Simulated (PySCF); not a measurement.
Cost of one run: shielding job, `C(=C)(C(N(C)C)=O)OC=C`.

Method: GIAO PBE0/pcSseg-1 NMR shielding, non-relativistic, gas phase (PySCF 2.14.0, density-fitted response routines). Geometry: GFN2-xTB. Work: shieldings, charges and field gradients, density fitting. A driver script takes a list of jobs; this job's settings line and coordinates (Å) are shown.

Input:
```
{"job": {"kind": "nmr", "xc": "PBE0", "basis": "pcSseg-1"}, "charge": 0, "multiplicity": 1}
C      2.365787     0.180331    -1.828642
C      1.726860     0.454164    -0.703152
O      1.764114    -0.398358     0.357984
C      0.917151    -0.179027     1.411375
C      1.183716    -0.696754     2.604570
C     -0.328387     0.644746     1.187946
O     -0.503955     1.697251     1.774149
N     -1.226297     0.129376     0.318006
C     -2.430786     0.869916     0.023556
C     -1.094946    -1.139951    -0.351848
H      2.923913    -0.730705    -1.946081
H      2.357674     0.873925    -2.646872
H      1.165693     1.371260    -0.562076
H      0.505756    -0.551312     3.423594
H      2.076745    -1.270278     2.776262
H     -2.495080     1.074994    -1.047179
H     -3.311584     0.302380     0.331575
H     -2.394193     1.806980     0.575746
H     -0.849469    -0.996761    -1.409135
H     -2.042300    -1.679461    -0.286477
H     -0.319330    -1.745774     0.110244
```

Hardware: Arm Neoverse V1, one thread, no GPU (shared host).

Problem. How large is the basis?

Solution. 225 functions for 76 electrons, with 1157 fitting functions; the fitted three-index integrals, 1157 × 225 × 226/2 numbers of 8 bytes, come to 220 MiB.

Problem. Estimate the wall time.

Solution. About 46 s. The SCF took 15 cycles.

Problem. At this speed, how long would 20000 such jobs take on 96 cores, one job a core?

Solution. 20000/96 gives 209 rounds of 46 s, about 2.7 h of wall time and 260 core-hours, if the jobs don't slow each other.

The SCF part of the output:
```
coarse grid: 17656 points
cycle   1  E = -477.6304701221  dE =  1.688e+00  |g| = 9.945e-01  |ddm| = 4.109e+00
cycle   2  E = -476.9543118474  dE =  6.762e-01  |g| = 2.093e+00  |ddm| = 2.712e+00
cycle   3  E = -477.8104497168  dE = -8.561e-01  |g| = 2.790e-01  |ddm| = 2.133e+00
cycle   4  E = -477.8249653496  dE = -1.452e-02  |g| = 1.159e-01  |ddm| = 3.087e-01
cycle   5  E = -477.8271848569  dE = -2.220e-03  |g| = 3.610e-02  |ddm| = 9.563e-02
cycle   6  E = -477.8274726717  dE = -2.878e-04  |g| = 6.284e-03  |ddm| = 3.425e-02
cycle   7  E = -477.8274796238  dE = -6.952e-06  |g| = 2.406e-03  |ddm| = 5.305e-03
final grid: 170960 points
cycle   8  E = -477.9069664996  dE = -3.178e-05  |g| = 1.486e-02  |ddm| = 3.595e-02
cycle   9  E = -477.9068631586  dE =  1.033e-04  |g| = 2.772e-02  |ddm| = 3.141e-02
cycle  10  E = -477.9070079059  dE = -1.447e-04  |g| = 3.608e-03  |ddm| = 2.241e-02
cycle  11  E = -477.9070104272  dE = -2.521e-06  |g| = 6.172e-04  |ddm| = 2.632e-03
cycle  12  E = -477.9070104907  dE = -6.354e-08  |g| = 2.045e-04  |ddm| = 6.071e-04
cycle  13  E = -477.9070104985  dE = -7.778e-09  |g| = 7.942e-05  |ddm| = 2.295e-04
cycle  14  E = -477.9070104999  dE = -1.391e-09  |g| = 2.376e-05  |ddm| = 7.374e-05
cycle  15  E = -477.9070105000  dE = -1.269e-10  |g| = 6.304e-06  |ddm| = 2.444e-05
converged SCF energy = -477.9070105000
```

On the final grid dE counts from the start density on that grid.

Times come from a shared host and carry two figures at best.
